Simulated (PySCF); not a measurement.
Rotational lines of RbMg⁺

Lines J+1 ← J of the vibrational ground state, computed from RHF-CCSD(T) constants of RbMg⁺, ¹Σ⁺ (singlet), closed shell (Rb def2-SVPD with ECP28, Mg def2-SVPD; scalar-relativistic core potentials (PySCF 2.14); masses 84.9118 and 23.9850 u), in MHz:

| J | ν (MHz) |
| --- | --- |
| 0 | 3287.4 |
| 1 | 6574.6 |
| 2 | 9861.8 |
| 3 | 13148.7 |
| 4 | 16435.3 |

**Question.** Find B0 and the effective bond length r0; with αe = 0.000573 cm⁻¹, find Re.

**Answer.** ν = 2B0(J+1) − 4D(J+1)³ gives B0 = 0.054828 cm⁻¹. With the reduced mass μred = 18.702 u, r0 = √(16.8576/(μred·B0)) (u, cm⁻¹, Å) = 4.0546 Å. Be = B0 + αe/2 = 0.055115 cm⁻¹ gives Re = 4.044 Å.

Correlated steps freeze 1 core orbital. The bond is weak. Basis-set superposition, not corrected here, can be much of De in a small basis, most of all at correlated wavefunction levels. For an ion De counts to the pair picked by the measured ionisation energies or electron affinities, which need not be the lowest pair at this level.
